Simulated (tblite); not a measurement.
C6H11O2P.
Cartesian coordinates in Å at the GFN2-xTB level; atoms count from 1:
```
atom  x, y, z in Å
C1    -2.7262   -0.5694    0.3669
O2    -1.7396    0.4061    0.1381
C3    -0.4423    0.0000   -0.0207
C4     0.5362    0.8953   -0.1960
C5     0.3401    2.3760   -0.2264
C6     1.9140    0.3322   -0.4113
P7     1.7611   -1.3727    0.2313
O8     2.5942   -2.4372   -0.3283
C9    -0.0511   -1.4536   -0.0463
H10   -3.6722   -0.0297    0.3816
H11   -2.5897   -1.0688    1.3321
H12   -2.7520   -1.3200   -0.4288
H13    0.6645    2.7815   -1.1846
H14   -0.7087    2.6126   -0.0780
H15    0.9272    2.8555    0.5568
H16    2.1757    0.2789   -1.4749
H17    2.6876    0.9137    0.0941
H18    1.8646   -1.2222    1.6150
H19   -0.5610   -2.0593    0.7044
H20   -0.2275   -1.9081   -1.0282
```

Computed values, GFN2-xTB/tblite, gas phase, harmonic and unscaled. Errors from tens to a few hundred cm⁻¹ against measured bands are possible. Modes of hydrogen on phosphorus can be 10 to 20 % off. One conformer, not necessarily the lowest.

Harmonic wavenumbers (cm⁻¹): 45.9, 68.2, 113.9, 156.9, 193.5, 221.6, 242.1, 299.4, 316.2, 329.0, 380.8, 475.1, 490.2, 529.4, 687.4, 752.2, 761.2, 807.5, 815.1, 894.5, 943.3, 957.5, 1006.8, 1024.2, 1059.0, 1078.9, 1111.2, 1121.0, 1141.3, 1152.8, 1181.8, 1251.5, 1287.0, 1296.1, 1398.4, 1408.0, 1416.3, 1423.6, 1474.4, 1476.5, 1478.3, 1481.7, 1715.4, 2272.0, 2898.7, 2907.0, 2926.2, 2948.1, 2959.9, 2970.2, 2993.1, 3008.0, 3024.4, 3069.6.

A = 2149, B = 1031, C = 724.6 MHz; mass 146.050 u (most abundant isotopes); point group C1, symmetry number 1.

What is the zero-point energy?

½Σν̃ = 34721 cm⁻¹ = 99.27 kcal/mol.

Give the ideal-gas entropy at 200 K and 1 bar in the rigid-rotor, harmonic-oscillator model (classical rotation).

Translation 38.89, rotation 28.49, vibration 19.69: S = 87.1 cal/(mol K).

And Cp and H(200 K) − H(0)?

Cp = 29.84 cal/(mol K), of which vibrations give 21.89 (their classical limit is 54 R = 107.3); H(200 K) − H(0) = 3.78 kcal/mol without the zero-point energy, 2.19 from vibrations.

How do the functions run with temperature in this model?

```
T (K)  S (cal/(mol K))  Cp (cal/(mol K))  H − H(0) (kcal/mol)  G − H(0) (kcal/mol)  ln q(vib)
  100             70.4              19.3                 1.31                -5.73       1.70
  300            101.1              40.3                 7.28               -23.06       7.15
  500            126.5              59.8                17.38               -45.87      12.59
  800            159.1              78.9                38.43               -88.87      20.45
 1000            177.7              87.1                55.06              -122.59      25.34
```

q(vib) and H(0) count from the zero-point level.

What must be added to the electronic energy to get the Gibbs energy at 200 K and 1 bar?

ZPE + [H(200 K) − H(0)] − T·S = 99.27 + 3.78 − 17.41 = 85.64 kcal/mol.

Hindered rotation and anharmonicity are outside this model. Other conformers, if any are populated, would add a mixing term that is left out. The structure is chiral; the term R ln 2 for an equal mix with its mirror image is left out.
